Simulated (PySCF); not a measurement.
# Spin states and ions at one geometry of Pb2(OH)4

PySCF 2.14.0, RKS PBE0, Pb def2-SVP with ECP60, O def2-SVP, H def2-SVP; non-relativistic Hamiltonian with scalar-relativistic core potentials where named; density fitting; no spin-orbit coupling; singlets restricted, open shells unrestricted. The geometry is relaxed for charge 0, singlet, vacuum (a saddle point, kept by symmetry):

```xyz
10

Pb    0.0252   -0.6296    1.8526
Pb    0.0252   -0.6296   -1.8526
O     0.9306   -1.6399    0.0000
H     1.8916   -1.5267    0.0000
O    -0.8513    0.3972    0.0000
H    -1.5050    1.1055    0.0000
O     1.6901    0.6619    2.0561
H     1.9245    1.1349    1.2491
O     1.6901    0.6619   -2.0561
H     1.9245    1.1349   -1.2491
```

Energies count from the relaxed state; an electron taken off or put on is at rest in vacuum. Charges and spins are Mulliken's.

Problem. Order these states by energy, lowest first.
A. charge -1, doublet, vacuum
B. charge 0, triplet, vacuum
C. charge +1, doublet, vacuum
D. charge 0, singlet, vacuum

Solution. D (0.00 eV), A (0.27 eV), B (4.49 eV), C (8.93 eV).

Problem. How do charge and spin on the first atom follow?

Solution. 
```tsv
state	spin squared	charge on Pb1 (e)	spin on Pb1 (e)	dipole about the centre of mass (D)
charge 0, singlet, vacuum	0.00	0.79	0.00	3.63
charge 0, triplet, vacuum	2.01	0.61	0.68	2.44
charge +1, doublet, vacuum	0.76	1.04	0.09	1.64
charge -1, doublet, vacuum	0.75	0.33	0.51	3.29
```

With an electron taken off (doublet) the charges change, summed by element, by Pb +0.50 e, O +0.36 e, H +0.14 e. The vertical ionisation energy is 8.93 eV, against −ε(HOMO) = 7.19 eV of the relaxed state. The level lies 1.7 eV too high, as is usual for semilocal functionals and global hybrids, which keep a self-interaction error.

With an electron put on (doublet) the charges change, summed by element, by Pb -0.92 e, O +0.02 e, H -0.10 e. The vertical electron affinity is -0.27 eV, against −ε(LUMO) = 1.24 eV of the relaxed state. The basis has no diffuse functions, which an added electron needs. The added electron's level lies above zero.

Open shells may have lower solutions than those found.
